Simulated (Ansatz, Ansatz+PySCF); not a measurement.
```
atom    x (Å)    y (Å)   z (Å)
   C   0.0000   0.7050  0.0000
   C  -1.2211   1.4100  0.0000
   C  -2.4422   0.7050  0.0000
   C  -2.4422  -0.7050  0.0000
   C  -1.2211  -1.4100  0.0000
   C   0.0000  -0.7050  0.0000
   C   1.4100   0.7050  0.0000
   C   1.4100  -0.7050  0.0000
   C   2.6311   1.4100  0.0000
   C   3.8522   0.7050  0.0000
   C   3.8522  -0.7050  0.0000
   C   2.6311  -1.4100  0.0000
   H  -1.2211   2.4950  0.0000
   H  -3.3818   1.2475  0.0000
   H  -3.3818  -1.2475  0.0000
   H  -1.2211  -2.4950  0.0000
   H   2.6311   2.4950  0.0000
   H   4.7918   1.2475  0.0000
   H   4.7918  -1.2475  0.0000
   H   2.6311  -2.4950  0.0000
```

Basis set: def2-SVP (spherical functions). Charge 0, multiplicity 3.

Computed with Ansatz (development build ahead of 0.2.0); each method stands on the lowest determinant of its kind that the runs found. Restricted functionals stand beside restricted open-shell atoms, which can lie above the unrestricted atoms usual in DFT and then raise those values.

Question: Give the atomization energy at this shape (free ground-state atoms in the same class of orbitals less the molecule, no zero-point energy) of triplet C₁₂H₈ by ωB97X (restricted open-shell), PBE0 (unrestricted), PBE0 (restricted open-shell), UHF, ROHF.

Answer:

```csv
method,atomization energy
ωB97X (restricted open-shell),10179.0 kJ/mol
PBE0 (unrestricted),10341.5 kJ/mol
PBE0 (restricted open-shell),10384.9 kJ/mol
UHF,7494.3 kJ/mol
ROHF,7564.1 kJ/mol
```

Caution: another spin multiplicity may lie lower; the shape is not the minimum. Caution for ωB97X (restricted open-shell): no unrestricted run beside it, a lower state can exist. Caution for UHF: the unrestricted determinant is spin contaminated. Caution for ROHF: an unrestricted determinant lies well below.
